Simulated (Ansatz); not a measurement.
All numbers were calculated with Ansatz.

`[O]=[W]([OH])([OH])([Cl])[Cl]`. The species carries charge 0 and has multiplicity 1. W: def2 effective core potential. All single points use the PBE0-D4/def2-TZVP geometry. It is one conformer, not always the lowest.

```xyz
8

O    -1.932   -0.163    0.539
W    -0.285    0.030    0.278
O     0.311   -1.725    0.523
O    -0.245    1.763   -0.420
Cl    0.637    0.709    2.248
Cl    0.347   -0.474   -1.958
H     0.926   -2.218   -0.025
H     0.241    2.077   -1.185
```

Task: What is the dipole moment at B3LYP/def2-TZVPP? (Estimate.)

Result: The calculation gave: 2.53 D, with components (2.38, 0.15, -0.85) D in this frame, pointing from negative to positive charge.

Task: And with PBE, r2SCAN, ωB97M-V? (Estimate.)

Result: The calculation gave: PBE 2.40 D, r2SCAN 2.46 D, ωB97M-V 2.48 D.

Task: Give the Mulliken charges with B3LYP, r2SCAN, PBE in def2-TZVPP. (Estimate.)

Result: The calculation gave: 
```json
{"atom": "O1", "B3LYP": "-0.30", "r2SCAN": "-0.30", "PBE": "-0.25"}
{"atom": "W2", "B3LYP": "1.11", "r2SCAN": "1.13", "PBE": "0.90"}
{"atom": "O3", "B3LYP": "-0.33", "r2SCAN": "-0.34", "PBE": "-0.27"}
{"atom": "O4", "B3LYP": "-0.33", "r2SCAN": "-0.34", "PBE": "-0.27"}
{"atom": "Cl5", "B3LYP": "-0.22", "r2SCAN": "-0.23", "PBE": "-0.19"}
{"atom": "Cl6", "B3LYP": "-0.35", "r2SCAN": "-0.37", "PBE": "-0.33"}
{"atom": "H7", "B3LYP": "0.21", "r2SCAN": "0.23", "PBE": "0.21"}
{"atom": "H8", "B3LYP": "0.21", "r2SCAN": "0.23", "PBE": "0.21"}
```

B3LYP here is the variant with VWN-RPA as its local correlation; programs differ in this.
